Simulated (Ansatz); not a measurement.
Ideal-gas functions of `OB(F)[SiH3]` at 600 K and 1 bar, from an Ansatz frequency run at PBE0-D4/def2-TZVP.

Molar mass 77.93 g/mol, point group Cs (symmetry number 1), electronic degeneracy 1, moments of inertia 54.548, 136.713, 185.382 u Å². Harmonic wavenumbers (cm⁻¹, unscaled): 69, 190, 353, 364, 574, 591, 604, 649, 887, 937, 940, 981, 1275, 1407, 2206, 2225, 2229, 3905.

Use S(trans) = R[1.5 ln M + 2.5 ln T − 1.1517]; rotational temperatures θ = 24.2544 K / I; S(rot) = R[ln(√π/σ · √(T³/θAθBθC)) + 1.5]; for each mode x = 1.438777 ν̃/T, S = R[x/(eˣ − 1) − ln(1 − e⁻ˣ)] and H = RT x/(eˣ − 1); 1 cm⁻¹ = 0.0119627 kJ/mol; R = 8.31446 J/(mol·K).

Task: By hand: the entropy, in J/(mol·K).

Result: Translation 177.7. Rotation: θ = 0.4446, 0.1774, 0.1308 K, giving 116.0. Vibration, mode by mode: 23.28, 14.92, 9.94, 9.70, 6.28, 6.08, 5.93, 5.43, 3.45, 3.14, 3.12, 2.89, 1.65, 1.28, 0.26, 0.25, 0.25, 0.01, in all 97.9. Electronic 0.0. Sum 391.6 J/(mol·K).

Task: By hand: H − E and G − E in kJ/mol, counted from the electronic energy.

Result: Zero-point energy ½ × 20386 × 0.0119627 = 121.9; thermal vibration 30.8; translation, rotation and pV give 4 RT = 20.0. H − E = 172.7 kJ/mol, and G − E = 172.7 − 600 × 391.6/1000 = -62.3 kJ/mol.

Vibration gives 25 % of the entropy, 23.3 J/(mol·K) of it from the mode under 150 cm⁻¹: soft modes count most, and the harmonic formula is weakest for them. The sum counts one conformer and one mirror image; others add a mixing term.
